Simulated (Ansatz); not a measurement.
Harmonic frequencies (cm⁻¹) at PBE0-D4/def2-TZVP from Ansatz: 34, 95, 126, 146, 173, 218, 325, 452, 500, 614, 651, 682, 754, 844, 930, 936, 942, 955, 981, 1046, 1102, 1252, 1412, 1488, 1500, 1956, 2205, 2206, 2208, 3012, 3033, 3096, 3115.

Each molecule was computed in one conformer, which needn't be the lowest.

Task: Which molecule is it?
A. `C[SiH]([AlH2])CF`
B. `C[CH]([AlH2])[SiH2]F`
C. `C[CH]([SiH3])[AlH][F]`
D. `C[SiH2][CH2][AlH][F]`

Result: C.
